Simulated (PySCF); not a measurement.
**Deuteron quadrupole couplings in `C[C@@H]1CC[P@H](=O)C[C@@H]1[SiH3]`**

Species: C6H15OPSi.
Structure used (GFN2-xTB), in Å, numbered top down from 1:
```
atom  x, y, z in Å
C1    -1.0403   -1.3018    0.9491
C2    -0.5856   -0.8037   -0.4199
C3     0.7595   -1.4240   -0.8265
C4     1.9129   -1.0554    0.0960
P5     2.1181    0.7523    0.2143
O6     3.1066    1.2071    1.1966
C7     0.4215    1.3785    0.4435
C8    -0.5631    0.7289   -0.5233
Si9   -2.2879    1.5317   -0.3213
H10   -1.0359   -2.3901    0.9706
H11   -0.3916   -0.9454    1.7447
H12   -2.0529   -0.9624    1.1561
H13   -1.3205   -1.1582   -1.1545
H14    1.0030   -1.0922   -1.8396
H15    0.6553   -2.5128   -0.8544
H16    1.7616   -1.4242    1.1140
H17    2.8540   -1.4821   -0.2630
H18    2.4114    1.1217   -1.1025
H19    0.1564    1.2029    1.4895
H20    0.4526    2.4635    0.3044
H21   -0.2109    0.9611   -1.5366
H22   -3.2701    0.7405   -1.0635
H23   -2.2157    2.8896   -0.8614
H24   -2.6501    1.5944    1.0950
```

Level: PBE0/pcSseg-1 (PySCF, non-relativistic); Q(2H) = 0.00286 b; rigid geometry, the same for H and D, with no vibrational averaging.

**Question.** Rank these positions by the coupling χzz of a deuteron there, largest first.
A. H21 (methine hydrogen)
B. H10 (methyl hydrogen)
C. H23 (Si–H hydrogen)
D. H13 (methine hydrogen)
E. H18 (P–H hydrogen)
F. H17 (methylene hydrogen)

**Answer.** B (211 kHz), F (203 kHz), A (198 kHz), D (194 kHz), E (124 kHz), C (110 kHz).

**Question.** Tabulate Vzz, the asymmetry η and χzz = 234.96 MHz × Q × Vzz for every hydrogen position.

**Answer.** 
| atom | bonded to | bond length (Å) | Vzz (au) | η | χzz (kHz) |
| --- | --- | --- | --- | --- | --- |
| H10 | C1 | 1.089 | 0.3136 | 0.02 | 211 |
| H11 | C1 | 1.087 | 0.3158 | 0.02 | 212 |
| H12 | C1 | 1.088 | 0.3144 | 0.03 | 211 |
| H13 | C2 | 1.098 | 0.2890 | 0.01 | 194 |
| H14 | C3 | 1.094 | 0.2996 | 0.02 | 201 |
| H15 | C3 | 1.094 | 0.3000 | 0.02 | 202 |
| H16 | C4 | 1.093 | 0.3026 | 0.00 | 203 |
| H17 | C4 | 1.094 | 0.3026 | 0.01 | 203 |
| H18 | P5 | 1.399 | 0.1845 | 0.01 | 124 |
| H19 | C7 | 1.093 | 0.3020 | 0.01 | 203 |
| H20 | C7 | 1.094 | 0.3007 | 0.03 | 202 |
| H21 | C8 | 1.098 | 0.2951 | 0.02 | 198 |
| H22 | Si9 | 1.463 | 0.1636 | 0.01 | 110 |
| H23 | Si9 | 1.463 | 0.1635 | 0.01 | 110 |
| H24 | Si9 | 1.463 | 0.1634 | 0.01 | 110 |

**Question.** Average by the element that carries the hydrogen.

**Answer.** on C: 204 kHz over 11 positions, mean bond length 1.093 Å; on P: 124 kHz over 1 position, mean bond length 1.399 Å; on Si: 110 kHz over 3 positions, mean bond length 1.463 Å.

**Question.** How does χzz go with the bond length over the 11 C–H bonds?

**Answer.** A straight-line fit has a slope of -14.9 kHz for each 0.01 Å, with a correlation coefficient of -0.98, over lengths from 1.087 to 1.098 Å. The longer bonds have the smaller couplings here.

One conformer (not necessarily the lowest) at the GFN2-xTB geometry, without solvent, vibrations or thermal averaging. GFN2-xTB bond lengths can be off by several hundredths of an ångström, more for odd bonds, and the gradients follow them. With so small a basis the couplings can be 20 % off.
